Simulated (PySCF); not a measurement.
Species: C₉H₉NSi.
Atom-mapped SMILES: `[CH:1]1=[CH:2][C:3]([c:4]2[cH:5][cH:6][cH:7][cH:8][n:9]2)=[CH:10][SiH2:11]1` (hydrogens: H12 on C1; H13 on C2; H14 on C5; H15 on C6; H16 on C7; H17 on C8; H18 on C10; H19, H20 on Si11)

The same species was optimised twice, with GFN2-xTB and with PBE0-D3(BJ)/def2-SVP (PySCF), and the same property calculations (PySCF, gas phase) were run on both structures.

| coordinate | GFN2-xTB | PBE0-D3(BJ)/def2-SVP | change |
| --- | --- | --- | --- |
| C2–C3 (Å) | 1.468 | 1.490 | +0.022 |
| C3–C4 (Å) | 1.464 | 1.481 | +0.017 |
| C1–Si11 (Å) | 1.883 | 1.868 | -0.015 |
| C10–Si11 (Å) | 1.884 | 1.871 | -0.013 |
| C1=C2 (Å) | 1.336 | 1.348 | +0.012 |
| C8–N9 (Å) | 1.316 | 1.327 | +0.011 |
| C3=C10 (Å) | 1.349 | 1.358 | +0.009 |
| C6–C7 (Å) | 1.387 | 1.394 | +0.007 |
| C7–C8 (Å) | 1.387 | 1.393 | +0.006 |
| C5–C6 (Å) | 1.382 | 1.388 | +0.006 |
| C4–C5 (Å) | 1.399 | 1.405 | +0.006 |
| C4–N9 (Å) | 1.335 | 1.338 | +0.003 |
| C1–Si11–C10 (°) | 88.7 | 92.4 | +3.7 |
| C2–C1–Si11 (°) | 109.7 | 107.0 | -2.7 |
| C3–C10–Si11 (°) | 110.1 | 107.5 | -2.6 |
| C1–C2–C3 (°) | 116.6 | 117.4 | +0.8 |
| C2–C3–C10 (°) | 114.9 | 115.7 | +0.8 |
| C3–C4–C5 (°) | 122.7 | 122.0 | -0.7 |
| C4–C3–C10 (°) | 126.4 | 125.8 | -0.6 |
| C3–C4–N9 (°) | 116.2 | 116.6 | +0.4 |
| C2–C3–C4–C5 (°) | 180 | 175 | -5 |

Rotational constants: A = 3091, B = 538.5, C = 461.1 MHz (GFN2-xTB) against A = 3040, B = 536.9, C = 459.0 MHz (PBE0-D3(BJ)/def2-SVP). Atoms that the bonding makes alike are paired by their places after alignment.

On the GFN2-xTB structure: HOMO (eV) -6.45 [PBE0/pcSseg-1]; LUMO (eV) -1.91 [PBE0/pcSseg-1]; dipole (D) 2.14 [PBE0/pcSseg-1]; GIAO shielding of C1 (ppm) 53.8 [PBE0/pcSseg-1]; GIAO shielding of C2 (ppm) 27.2 [PBE0/pcSseg-1]; GIAO shielding of C3 (ppm) 21.0 [PBE0/pcSseg-1]; GIAO shielding of C4 (ppm) 28.8 [PBE0/pcSseg-1]; GIAO shielding of C5 (ppm) 60.6 [PBE0/pcSseg-1]; GIAO shielding of C6 (ppm) 44.8 [PBE0/pcSseg-1]; GIAO shielding of C7 (ppm) 59.5 [PBE0/pcSseg-1]; GIAO shielding of C8 (ppm) 32.2 [PBE0/pcSseg-1].

Question: What do these properties become on the PBE0-D3(BJ)/def2-SVP structure?

Answer: 
```json
{"property": "HOMO (eV)", "level": "PBE0/pcSseg-1", "on GFN2-xTB": "-6.45", "on PBE0-D3(BJ)/def2-SVP": "-6.57", "change": "-0.12"}
{"property": "LUMO (eV)", "level": "PBE0/pcSseg-1", "on GFN2-xTB": "-1.91", "on PBE0-D3(BJ)/def2-SVP": "-1.97", "change": "-0.06"}
{"property": "dipole (D)", "level": "PBE0/pcSseg-1", "on GFN2-xTB": "2.14", "on PBE0-D3(BJ)/def2-SVP": "2.33", "change": "+0.19"}
{"property": "energy, GFN2-xTB geometry as zero (kcal/mol)", "level": "PBE0/pcSseg-1", "on GFN2-xTB": "0.0", "on PBE0-D3(BJ)/def2-SVP": "-1.6", "change": "-1.6"}
{"property": "GIAO shielding of C1 (ppm)", "level": "PBE0/pcSseg-1", "on GFN2-xTB": "53.8", "on PBE0-D3(BJ)/def2-SVP": "52.2", "change": "-1.6"}
{"property": "GIAO shielding of C2 (ppm)", "level": "PBE0/pcSseg-1", "on GFN2-xTB": "27.2", "on PBE0-D3(BJ)/def2-SVP": "23.2", "change": "-4.0"}
{"property": "GIAO shielding of C3 (ppm)", "level": "PBE0/pcSseg-1", "on GFN2-xTB": "21.0", "on PBE0-D3(BJ)/def2-SVP": "17.4", "change": "-3.6"}
{"property": "GIAO shielding of C4 (ppm)", "level": "PBE0/pcSseg-1", "on GFN2-xTB": "28.8", "on PBE0-D3(BJ)/def2-SVP": "26.7", "change": "-2.1"}
{"property": "GIAO shielding of C5 (ppm)", "level": "PBE0/pcSseg-1", "on GFN2-xTB": "60.6", "on PBE0-D3(BJ)/def2-SVP": "59.0", "change": "-1.6"}
{"property": "GIAO shielding of C6 (ppm)", "level": "PBE0/pcSseg-1", "on GFN2-xTB": "44.8", "on PBE0-D3(BJ)/def2-SVP": "43.0", "change": "-1.8"}
{"property": "GIAO shielding of C7 (ppm)", "level": "PBE0/pcSseg-1", "on GFN2-xTB": "59.5", "on PBE0-D3(BJ)/def2-SVP": "56.9", "change": "-2.6"}
{"property": "GIAO shielding of C8 (ppm)", "level": "PBE0/pcSseg-1", "on GFN2-xTB": "32.2", "on PBE0-D3(BJ)/def2-SVP": "29.7", "change": "-2.5"}
```

The heavy atoms differ by 0.046 Å rms after alignment. Among bonds between heavy atoms C2–C3 changes most (+0.022 Å). Changes are differences of the printed values. Neither structure is proved a minimum here.

Shape of the structure used: `[CH:1]1=[CH:2][C:3]([c:4]2[cH:5][cH:6][cH:7][cH:8][n:9]2)=[CH:10][SiH2:11]1`: C2–C3–C4–C5 175°.
